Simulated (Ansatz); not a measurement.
Two structures of Si5H14O, singlet, reached by relaxing down either side of one saddle point (PBE0-D4/def2-TZVP). Energies are electronic, without zero-point energy. Computed with Ansatz 0.2.0 (basis: def2-TZVPP and def2-QZVPP); correlated methods freeze the cores. Extrapolation: Hartree–Fock as exp(−7.88 √X), correlation as X^−2.97. First:

```xyz
20
angstrom
Si -3.1620 -1.2411 -0.0594
H -3.2217 -1.4577 -1.5261
H -0.3285 -0.5624 -2.1455
O -0.2970 -0.7902 -1.2144
Si 0.7197 0.1172 -0.2492
Si 0.1681 2.3999 -0.2844
Si 0.5348 -0.6902 1.9396
Si 2.9596 -0.0846 -0.9276
H -2.7530 0.1550 0.2360
H -2.2188 -2.1976 0.5695
H -4.5187 -1.4642 0.5095
H 0.2122 2.9230 -1.6796
H -1.1917 2.6480 0.2659
H 1.1631 3.1503 0.5302
H -0.7795 -0.3606 2.5515
H 1.6071 -0.0305 2.7358
H 0.7408 -2.1625 1.9831
H 3.4546 -1.4797 -0.7741
H 3.1050 0.3076 -2.3583
H 3.8058 0.8203 -0.1025
```

Second:

Si1  (-2.395, -1.313, 0.288)
H2  (-1.298, -0.024, -3.634)
H3  (-1.215, -0.285, -2.939)
O4  (-0.948, -0.801, -0.284)
Si5  (0.388, 0.067, 0.166)
Si6  (0.054, 2.354, -0.237)
Si7  (0.859, -0.207, 2.451)
Si8  (2.227, -0.682, -1.077)
H9  (-3.383, -0.204, 0.255)
H10  (-2.245, -1.785, 1.691)
H11  (-2.864, -2.427, -0.571)
H12  (-0.165, 2.623, -1.683)
H13  (-1.125, 2.854, 0.524)
H14  (1.263, 3.097, 0.214)
H15  (-0.249, 0.314, 3.298)
H16  (2.096, 0.562, 2.762)
H17  (1.084, -1.638, 2.792)
H18  (2.499, -2.120, -0.809)
H19  (1.999, -0.499, -2.535)
H20  (3.419, 0.114, -0.673)
(Å)

(1) Which bonds change from the first to the second?

(2) Give the saddle point's structure and its height above each. (An estimate is asked for; the value comes from the calculation.)

The T1 diagnostic stays at or below 0.015.

Answers

(1) Si₄H₁₀O ([OH][Si]([SiH3])([SiH3])[SiH3]) + SiH₄ → Si₅H₁₂O ([SiH3][O][Si]([SiH3])([SiH3])[SiH3]) + H₂; bonds formed: Si1–O4, H2–H3; bonds broken: Si1–H2, H3–O4.

(2) Computed: 37.86 kcal/mol above the first and 56.38 kcal/mol above the second (CCSD(T) at an estimated basis limit (MP2 extrapolated from triple and quadruple zeta, plus CCSD(T) − MP2 in triple zeta)).
```csv
atom,x (Å),y (Å),z (Å)
Si1,-2.4223,-1.2738,-0.3356
H2,-2.3863,-0.9632,-2.0317
H3,-1.3228,-0.5038,-1.7443
O4,-0.8267,-0.4647,-0.7702
Si5,0.5234,0.2559,-0.0006
Si6,0.3470,2.5821,-0.2141
Si7,0.5397,-0.3573,2.2579
Si8,2.4546,-0.5355,-1.0621
H9,-3.6680,-0.4708,-0.2147
H10,-1.9382,-1.3023,1.1013
H11,-2.6468,-2.7189,-0.5987
H12,0.3545,2.9809,-1.6473
H13,-0.9102,3.0632,0.4179
H14,1.5121,3.2054,0.4695
H15,-0.5942,0.2447,3.0026
H16,1.8149,0.1821,2.8114
H17,0.5393,-1.8340,2.4109
H18,2.5796,-2.0071,-0.8899
H19,2.4183,-0.2168,-2.5149
H20,3.6321,0.1339,-0.4470
```

Labels in which every atom is bracketed show which atoms are joined, not bond orders.

For scale, one of the runs: CCSD(T)/def2-TZVPP, 437 basis functions, launched by `ansatz run in.yaml --threads 4 --pin off --events-out ev --progress --plain --max-ram 63488MiB --backend cuda --devices 0, --max-vram 37GiB`. The run took 27 s on 4 CPU threads of an AMD EPYC 7R13 and a share of one NVIDIA H100 (shared host), with 1 GiB of host memory at its peak.
